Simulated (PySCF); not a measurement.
GaI₂, SMILES [I][Ga][I], multiplicity 2. Geometry optimised at B3LYP-D3(BJ)/def2-SVP. The multiplicity is an assumed one; other spin states were not compared. The isomer is the one that the SMILES or the coordinates give; other isomers of the formula were not compared. The def2 effective core potentials stand for the cores of I; spin–orbit coupling is left out.

Computed equilibrium geometry at B3LYP-D3(BJ)/def2-SVP (PySCF confirms it by a frequency run) as a Z-matrix, and its point group:
point group C2v.
```
Ga
I 1 2.5719
I 1 2.5719 2 121.51
```
Charge 0, spin multiplicity 2.
